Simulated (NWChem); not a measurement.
System: CH4CdO; SMILES [CH3][Cd][OH]

NWChem input:

```
start job
memory heap 200 mb stack 900 mb global 1100 mb
geometry units angstroms noautoz
  Cd    -0.592215     0.125846     0.001196
  C     -0.682192    -1.960848     0.002402
  H     -0.189172    -2.363801    -0.894020
  H     -1.728428    -2.299965     0.009492
  H     -0.177675    -2.363294     0.892663
  O     -0.619185     2.097790     0.000045
  H      0.260794     2.489204    -0.000159
end
basis spherical
  * library def2-tzvpp
end
ecp
  Cd library def2-ecp
end
dft
  xc xtpss03 ctpss03
  iterations 150
  semidirect filesize 400000000
  mulliken
end
task dft energy
```

Coordinates come from a PBE0/def2-SVP optimisation. def2 effective core potentials on Cd; no spin-orbit coupling.

### Question
Predict the main results of this run. (TPSS/def2-TZVPP with def2 effective core potentials on Cd.) Quantities: basis functions; energy (Ha); highest occupied level (eV); orbital gap (eV); dipole (D).

### Answer
The number of basis functions comes out as 174. The energy (Ha) is -283.50 and the highest occupied level (eV) comes out as -6.07. The orbital gap (eV) is 4.92 and the dipole (D) is 2.05.
